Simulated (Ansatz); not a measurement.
Start from `CO[SiH](F)[SiH3]` and change one atom or group to get `CO[SiH]([SiH3])S`.

Ansatz, PBE0-D4/def2-TZVP geometries, multiplicity 1. Each molecule was computed in one conformer, which needn't be the lowest.

```json
{"property": "size of the dipole moment (PBE/def2-TZVPP) / D", "`CO[SiH](F)[SiH3]`": "1.42"}
{"property": "HOMO energy (PBE/def2-TZVPP) / eV", "`CO[SiH](F)[SiH3]`": "-6.98"}
{"property": "LUMO energy (B3LYP/def2-TZVPP) / eV", "`CO[SiH](F)[SiH3]`": "-0.27"}
{"property": "LUMO energy (PBE0/def2-TZVPP) / eV", "`CO[SiH](F)[SiH3]`": "-0.10"}
{"property": "HOMO–LUMO gap (B3LYP/def2-TZVPP) / eV", "`CO[SiH](F)[SiH3]`": "7.77"}
{"property": "HOMO energy (ωB97M-V/def2-TZVPP) / eV", "`CO[SiH](F)[SiH3]`": "-10.32"}
```

Q: What does the change do to each property? (An estimate is asked.)

A: The calculation gave: 
```tsv
property	`CO[SiH]([SiH3])S`	shift
size of the dipole moment (PBE/def2-TZVPP) / D	0.93	-0.49
HOMO energy (PBE/def2-TZVPP) / eV	-6.33	0.65
LUMO energy (B3LYP/def2-TZVPP) / eV	-0.24	0.03
LUMO energy (PBE0/def2-TZVPP) / eV	-0.08	0.02
HOMO–LUMO gap (B3LYP/def2-TZVPP) / eV	7.03	-0.74
HOMO energy (ωB97M-V/def2-TZVPP) / eV	-9.65	0.67
```

The zero-point energy changes by 18.5 kJ/mol with +3 modes. Dipoles are sizes alone; their direction can turn.

B3LYP here is the variant with VWN-RPA as its local correlation; programs differ in this.
